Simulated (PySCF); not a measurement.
PySCF job for CH3FGeO, SMILES C[O][Ge][F] (connectivity only; charge and spin as stated), neutral, multiplicity 1, TDA-LC-ωPBE/def2-SVPD. Coordinates come from a PBE0-D3(BJ)/def2-SVP optimisation. Other conformers were not sampled.

```python
import numpy as np
from pyscf import gto, scf, dft, tdscf

mol = gto.M(
    atom='''
    Ge    0.33261975   -0.70361396    0.00000000
    F    -1.43444120   -0.62124603   -0.00000000
    O     0.66076033    1.03552478   -0.00000000
    C    -0.25617685    2.10203396    0.00000000
    H    -1.29989140    1.74968184    0.00000000
    H    -0.09149574    2.73038851    0.89092139
    H    -0.09149574    2.73038851   -0.89092140
    ''',
    basis='def2-SVPD',
    charge=0,
    spin=0,
    symmetry=True,
    max_memory=1600,
    verbose=4,
)
mf = dft.RKS(mol, xc='lc_wpbe').density_fit(auxbasis='def2-universal-jkfit')
mf.grids.level = 3
mf.conv_tol = 1e-9
mf.max_cycle = 100
mf.kernel()
mf.grids = dft.Grids(mol).set(level=1).build(with_non0tab=True)  # coarser grid for the response kernel
td = tdscf.TDA(mf)
td.singlet = True
td.nstates = 10
td.conv_tol = 1e-4
td.kernel(x0=td.get_init_guess(mf, 15))
td.analyze()
tt = tdscf.TDA(mf)
tt.singlet = False
tt.nstates = 4
tt.conv_tol = 1e-4
tt.kernel(x0=tt.get_init_guess(mf, 9))
tt.analyze(verbose=3)
```

It prints:

```
PySCF version 2.14.0

[INPUT] verbose = 4
[INPUT] num. atoms = 7
[INPUT] num. electrons = 58
[INPUT] charge = 0
[INPUT] spin (= nelec alpha-beta = 2S) = 0
[INPUT] symmetry True subgroup None
[INPUT] Mole.unit = angstrom
[INPUT] Symbol           X                Y                Z      unit          X                Y                Z       unit  Magmom
[INPUT]  1 Ge     0.332619750000  -0.703613960000   0.000000000000 AA    0.628560231121  -1.329637681821   0.000000000000 Bohr   0.0
[INPUT]  2 F     -1.434441200000  -0.621246030000   0.000000000000 AA   -2.710701009792  -1.173984852673   0.000000000000 Bohr   0.0
[INPUT]  3 O      0.660760330000   1.035524780000   0.000000000000 AA    1.248656057677   1.956858229400   0.000000000000 Bohr   0.0
[INPUT]  4 C     -0.256176850000   2.102033960000   0.000000000000 AA   -0.484104085954   3.972268488935   0.000000000000 Bohr   0.0
[INPUT]  5 H     -1.299891400000   1.749681840000   0.000000000000 AA   -2.456438737677   3.306419482725   0.000000000000 Bohr   0.0
[INPUT]  6 H     -0.091495740000   2.730388510000   0.890921390000 AA   -0.172901890164   5.159686497559   1.683597425617 Bohr   0.0
[INPUT]  7 H     -0.091495740000   2.730388510000  -0.890921400000 AA   -0.172901890164   5.159686497559  -1.683597444514 Bohr   0.0

nuclear repulsion = 275.557473152114
point group symmetry = Cs
symmetry origin: [-4.56140795e-09 -4.23559296e-09 -3.25814850e-10]
symmetry axis x: [ 1.00000000e+00 -1.00395638e-09  3.51035654e-11]
symmetry axis y: [-1.00395638e-09 -1.00000000e+00  3.85704947e-10]
symmetry axis z: [-3.51035650e-11  3.85704944e-10  1.00000000e+00]
num. orbitals of irrep A' = 86
num. orbitals of irrep A" = 42
number of shells = 52
number of NR pGTOs = 206
number of NR cGTOs = 128
basis = def2-SVPD
ecp = {}


******** <class 'pyscf.df.df_jk.DFSymAdaptedRKS'> ********
method = DFSymAdaptedRKS
initial guess = minao
damping factor = 0
level_shift factor = 0
DIIS = <class 'pyscf.scf.diis.CDIIS'>
diis_start_cycle = 1
diis_space = 8
diis_damp = 0
SCF conv_tol = 1e-09
SCF conv_tol_grad = None
SCF max_cycles = 100
direct_scf = False
XC library pyscf.dft.libxc version 7.1.2
    S. Lehtola, C. Steigemann, M. J. T. Oliveira, and M. A. L. Marques,  SoftwareX 7, 1–5 (2018)
XC functionals = lc_wpbe
    O. A. Vydrov and G. E. Scuseria,  J. Chem. Phys. 125, 234109 (2006)
radial grids:
    Treutler-Ahlrichs [JCP 102, 346 (1995); DOI:10.1063/1.469408] (M4) radial grids

becke partition: Becke, JCP 88, 2547 (1988); DOI:10.1063/1.454033
pruning grids: <function nwchem_prune>
grids dens level: 3
symmetrized grids: True
atomic radii adjust function: <function treutler_atomic_radii_adjust>
small_rho_cutoff = 0
Freeze 0 electrons in irreps []
    58 free electrons in irreps A' A"
Set gradient conv threshold to 3.16228e-05
Initial guess from minao.
tot grids = 92528
Create RSH-DF object <pyscf.df.df.DF object> for omega=0.4
******** <class 'pyscf.df.df.DF'> ********
auxbasis = auxmol.basis = def2-universal-jkfit
init E= -2290.60174189734
HOMO (A') = -0.329623420981032  LUMO (A") = -0.0603599356499007  gap/eV = 7.32703
cycle= 1 E= -2291.07440031101  delta_E= -0.473  |g|= 0.919  |ddm|= 3.06
HOMO (A') = -0.295505446493452  LUMO (A") = -0.00632499173910528  gap/eV = 7.86900
cycle= 2 E= -2291.00056813981  delta_E= 0.0738  |g|= 1.19  |ddm|= 1.77
HOMO (A') = -0.411136473985533  LUMO (A") = -0.00513565256034854  gap/eV = 11.04785
cycle= 3 E= -2291.22551138361  delta_E= -0.225  |g|= 0.0502  |ddm|= 0.852
HOMO (A') = -0.402119602942234  LUMO (A") = 0.00532972047512814  gap/eV = 11.08726
cycle= 4 E= -2291.22605593358  delta_E= -0.000545  |g|= 0.0309  |ddm|= 0.0972
HOMO (A') = -0.403758819490694  LUMO (A") = 0.00583500663528236  gap/eV = 11.14562
cycle= 5 E= -2291.22622845165  delta_E= -0.000173  |g|= 0.0083  |ddm|= 0.0347
HOMO (A') = -0.403618662810832  LUMO (A") = 0.0058994925131608  gap/eV = 11.14356
cycle= 6 E= -2291.22624458388  delta_E= -1.61e-05  |g|= 0.00419  |ddm|= 0.0146
HOMO (A') = -0.403696267325409  LUMO (A") = 0.00576678862338831  gap/eV = 11.14206
cycle= 7 E= -2291.22624853388  delta_E= -3.95e-06  |g|= 0.000861  |ddm|= 0.0055
HOMO (A') = -0.403713186022625  LUMO (A") = 0.00570627693280601  gap/eV = 11.14087
cycle= 8 E= -2291.22624872314  delta_E= -1.89e-07  |g|= 0.000315  |ddm|= 0.00295
HOMO (A') = -0.403713767110255  LUMO (A") = 0.00570976391726408  gap/eV = 11.14098
cycle= 9 E= -2291.22624875738  delta_E= -3.42e-08  |g|= 8.31e-05  |ddm|= 0.000744
HOMO (A') = -0.403713527053373  LUMO (A") = 0.00570949070706694  gap/eV = 11.14097
cycle= 10 E= -2291.22624876108  delta_E= -3.71e-09  |g|= 1.45e-05  |ddm|= 0.000305
HOMO (A') = -0.403711205241268  LUMO (A") = 0.00571145520914706  gap/eV = 11.14096
cycle= 11 E= -2291.22624876127  delta_E= -1.92e-10  |g|= 4.61e-06  |ddm|= 6.74e-05
HOMO (A') = -0.403711334359493  LUMO (A") = 0.00571101344203973  gap/eV = 11.14095
Extra cycle  E= -2291.22624876127  delta_E=    0  |g|= 3.49e-06  |ddm|= 1.09e-05
converged SCF energy = -2291.22624876127
tot grids = 30496


******** <class 'pyscf.tdscf.rks.TDA'> for <class 'pyscf.df.df_jk.DFSymAdaptedRKS'> ********
nstates = 10 singlet
deg_eia_thresh = 1.000e-03
wfnsym = None
conv_tol = 0.0001
eigh lindep = 1e-12
eigh level_shift = 0
eigh max_cycle = 100


Excitation energies (eV)
[5.51823643 6.50896341 6.61002351 7.95454821 8.18544363 8.37009874
 8.59104293 8.61270039 8.84741179 8.88780768]

** Singlet excitation energies and oscillator strengths **
Excited State   1:   A"      5.51824 eV    224.68 nm  f=0.0989
      27 -> 30       -0.12758
      29 -> 30       -0.68163
Excited State   2:   A"      6.50896 eV    190.48 nm  f=0.0739
      27 -> 30        0.67494
      29 -> 30       -0.13414
Excited State   3:   A'      6.61002 eV    187.57 nm  f=0.0760
      28 -> 30       -0.66876
Excited State   4:   A'      7.95455 eV    155.87 nm  f=0.2592
      25 -> 30        0.15660
      29 -> 31        0.61003
      29 -> 32        0.25318
Excited State   5:   A"      8.18544 eV    151.47 nm  f=0.0049
      23 -> 30        0.11945
      26 -> 30        0.67731
Excited State   6:   A"      8.37010 eV    148.13 nm  f=0.0079
      28 -> 31       -0.58007
      28 -> 32       -0.34050
Excited State   7:   A'      8.59104 eV    144.32 nm  f=0.2793
      25 -> 30        0.20495
      27 -> 31       -0.16450
      27 -> 32       -0.25747
      29 -> 32       -0.16037
      29 -> 33       -0.48877
      29 -> 34        0.23470
Excited State   8:   A"      8.61270 eV    143.96 nm  f=0.0029
      28 -> 31       -0.23515
      28 -> 32        0.42389
      28 -> 33        0.44175
      28 -> 34       -0.14343
      28 -> 35        0.10803
Excited State   9:   A'      8.84741 eV    140.14 nm  f=0.3170
      25 -> 30        0.10090
      27 -> 31       -0.24709
      27 -> 32       -0.17998
      27 -> 33       -0.20590
      29 -> 31        0.18532
      29 -> 32       -0.43728
      29 -> 33        0.31019
Excited State  10:   A'      8.88781 eV    139.50 nm  f=0.0589
      25 -> 30        0.31531
      27 -> 31       -0.42696
      27 -> 33        0.18360
      29 -> 31       -0.16134
      29 -> 32        0.28980
      29 -> 33        0.17898

** Transition electric dipole moments (AU) **
state          X           Y           Z        Dip. S.      Osc.
  1        -0.0000      0.0000     -0.8551      0.7312      0.0989
  2        -0.0000     -0.0000     -0.6809      0.4637      0.0739
  3        -0.0378      0.6841     -0.0000      0.4694      0.0760
  4         1.0449      0.4881      0.0000      1.3300      0.2592
  5        -0.0000      0.0000      0.1569      0.0246      0.0049
  6         0.0000     -0.0000     -0.1966      0.0386      0.0079
  7         0.2151     -1.1317      0.0000      1.3270      0.2793
  8         0.0000     -0.0000      0.1175      0.0138      0.0029
  9        -0.5536      1.0751     -0.0000      1.4623      0.3170
 10         0.0445      0.5183     -0.0000      0.2706      0.0589

** Transition velocity dipole moments (imaginary part, AU) **
state          X           Y           Z        Dip. S.      Osc.
  1        -0.0000     -0.0000     -0.0350      0.0012      0.0040
  2         0.0000      0.0000     -0.0259      0.0007      0.0019
  3        -0.0462      0.0660      0.0000      0.0065      0.0178
  4         0.2169      0.0966      0.0000      0.0564      0.1286
  5        -0.0000      0.0000      0.0239      0.0006      0.0013
  6        -0.0000      0.0000     -0.0896      0.0080      0.0174
  7         0.0764     -0.3182      0.0000      0.1071      0.2262
  8         0.0000     -0.0000      0.0064      0.0000      0.0001
  9        -0.1976      0.3231     -0.0000      0.1435      0.2941
 10         0.0122      0.0909     -0.0000      0.0084      0.0172

** Transition magnetic dipole moments (imaginary part, AU) **
state          X           Y           Z
  1        -1.0810     -0.3392     -0.0000
  2        -0.3564     -0.8511      0.0000
  3        -0.0000      0.0000     -0.2651
  4        -0.0000     -0.0000     -1.4641
  5        -0.0033      0.1183      0.0000
  6        -0.0537      0.0847     -0.0000
  7        -0.0000      0.0000      0.5026
  8         0.7812      0.7807     -0.0000
  9         0.0000      0.0000     -0.3087
 10         0.0000     -0.0000     -1.0744


******** <class 'pyscf.tdscf.rks.TDA'> for <class 'pyscf.df.df_jk.DFSymAdaptedRKS'> ********
nstates = 4 triplet
deg_eia_thresh = 1.000e-03
wfnsym = None
conv_tol = 0.0001
eigh lindep = 1e-12
eigh level_shift = 0
eigh max_cycle = 100


Excitation energies (eV)
[3.56250491 5.28467115 5.97779653 6.04996013]

** Triplet excitation energies and oscillator strengths **
Excited State   1:   A"      3.56250 eV    348.03 nm  f=0.0000
Excited State   2:   A'      5.28467 eV    234.61 nm  f=0.0000
Excited State   3:   A"      5.97780 eV    207.41 nm  f=0.0000
Excited State   4:   A'      6.04996 eV    204.93 nm  f=0.0000
```

The run converged.

Cost: around 50 core-seconds (rough).
